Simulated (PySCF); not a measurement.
Vertical excitations of a molecule C2H4F2Si2 from PySCF 2.14.0 with TDDFT-PBE0/def2-SVPD, as energy in eV (oscillator strength): 5.34 (0.005), 5.87 (0.009), 6.19 (0.014), 6.22 (0.012), 6.50 (0.024), 6.99 (0.126), 7.15 (0.054), 7.38 (0.045), 7.49 (0.214), 7.71 (0.010). Lowest triplet (TDA): 4.63 eV. Coordinates come from a PBE0-D3(BJ)/def2-SVP optimisation. Other conformers were not sampled.

Task: Which structure fits?
(A) C#C[SiH2][SiH](F)F
(B) FC1=C(F)[SiH2][SiH2]1
(C) C#C[Si@H](F)[SiH2]F
(D) C#C[Si](F)(F)[SiH3]

Result: C, C#C[Si@H](F)[SiH2]F
